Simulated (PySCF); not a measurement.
# Two-dimensional NMR puzzle

Compound of formula C5H10O2Si. Correlations simulated from computed shifts and the bond graph:

HSQC (one-bond C–H):
```tsv
δH	δC
4.38	91.7
4.37	74.3
4.22	91.7
2.56	30.6
1.79	30.6
1.18	6.1
0.91	6.1
```

COSY cross peaks (H two or three bonds apart, from the bond graph; peaks can be absent where the dihedral angle is near 90°):
```tsv
δH	δH
5.31	4.92
5.31	1.18
5.31	0.91
4.92	1.18
4.92	0.91
4.38	4.22
4.37	2.56
4.37	1.79
2.56	1.79
2.56	1.18
2.56	0.91
1.79	1.18
1.79	0.91
1.18	0.91
```

HMBC (two and three bonds, from the bond graph):
```tsv
δH	δC
5.31	168.1, 30.6, 6.1
4.92	168.1, 30.6, 6.1
4.38	168.1, 74.3
4.37	168.1, 91.7, 30.6, 6.1
4.22	168.1, 74.3
2.56	168.1, 74.3, 6.1
1.79	168.1, 74.3, 6.1
1.18	74.3, 30.6
0.91	74.3, 30.6
```

Carbons without hydrogens: δ 168.1.

PySCF calculation with shieldings: GIAO PBE0/pcSseg-1 and geometry from GFN2-xTB; relativity neglected, in vacuum, one computed conformer.

References, each an isolated molecule treated in the same way: 1H (31.72 ppm) and 13C (186.93 ppm) vs TMS.

Exchangeable hydrogens are left out of these lists.

Question: Which molecule is this?

Answer: SMILES C1C[SiH2]OC(=C)[C@@H]1O.

Mapped SMILES: `[CH2:1]=[C:2]1[O:3][SiH2:4][CH2:5][CH2:6][C@H:7]1[OH:8]`; H(Xn) means a hydrogen on atom n. Ha(C1) is cis to O3; Ha(Si4), Ha(C5), Ha(C6) are cis to O8 on the ring; Hb(C1) is trans to O3; Hb(Si4), Hb(C5), Hb(C6) are trans to O8 on the ring.

1. δC 168.1 is C2, an alkene carbon bearing oxygen.
2. δC 91.7 is C1, a β carbon of an enol-ether or enamine type C=C (δH 4.22, 4.38).
3. δC 74.3 is C7, an allylic sp3 CH bonded to O (δH 4.37).
4. δC 30.6 is C6, an sp3 CH2 in a ring (δH 1.79, 2.56).
5. δC 6.1 is C5, an sp3 CH2 bonded to Si (δH 0.91, 1.18).
6. HMBC from δH 5.31 reaches the proton-free carbon C2.
7. HMBC from δH 4.92 reaches the proton-free carbon C2.
8. HMBC from δH 4.38 reaches the proton-free carbon C2.
9. HMBC from δH 4.37 reaches the proton-free carbon C2.
10. COSY links 5.31–4.92, 5.31–1.18, 5.31–0.91, 4.92–1.18, 4.92–0.91, 4.38–4.22.

The shifts were computed for this structure.

OH and NH positions are those of a molecule without intermolecular hydrogen bonds; in solution they move with solvent, concentration and temperature, and exchange usually removes their couplings. Shifts are as computed. Against solution values, carbons near 30 ppm lie about +3 ppm off and those near 130 ppm about +5 ppm. Of 1211 compounds with measured shifts, 218 miss one by over three times the rms of a fit or turn the order of signals round; such compounds aren't used in these exercises.
